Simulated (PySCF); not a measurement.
# 19F chemical shifts

One averaged value for each set of equivalent atoms, single conformer, gas phase, relativity neglected. GFN2-xTB geometry; shieldings: GIAO PBE0/pcSseg-1; PySCF 2.14.

Shieldings were converted by a linear fit to measured shifts: 19F (scatter 6.0 ppm rms, 7.0 ppm with the 5 outliers that the fit left out vs CFCl3, solution or neat liquid, with a term for F on sp3 carbon). Occasional misses reach two or three times the rms, and more in compound classes unlike the fitted ones.

**Question.** Give the 19F shifts of `COCC(=O)[C@@H](F)[C@@H](F)Cl`, `F[C@@H]1CCN[Si@@H]1[C@@H]1C[C@@H]1F`.

**Answer.** 
```
                                                                   compound                     environment  δ (ppm)
      [CH3:1][O:2][CH2:3][C:4](=[O:5])[C@@H:6]([F:7])[C@@H:8]([F:9])[Cl:10]   F9: fluorine on an sp3 carbon   -146.8
      [CH3:1][O:2][CH2:3][C:4](=[O:5])[C@@H:6]([F:7])[C@@H:8]([F:9])[Cl:10]   F7: fluorine on an sp3 carbon   -202.4
[F:1][C@@H:2]1[CH2:3][CH2:4][NH:5][Si@@H:6]1[C@@H:7]1[CH2:8][C@@H:9]1[F:10]  F10: fluorine on an sp3 carbon   -201.3
[F:1][C@@H:2]1[CH2:3][CH2:4][NH:5][Si@@H:6]1[C@@H:7]1[CH2:8][C@@H:9]1[F:10]   F1: fluorine on an sp3 carbon   -225.3
```

**Question.** Order these by 19F shift, lowest first.
A. CC1=C[SiH2][C@](F)(CCl)C1
B. CC1=C[SiH2][C@@H]1C[C@H](F)Cl
C. C=C/N=C(\C)CCF

**Answer.** C (-215.5 ppm, fluorine on an sp3 carbon), A (-163.3 ppm, fluorine on an sp3 carbon), B (-133.2 ppm, fluorine on an sp3 carbon).
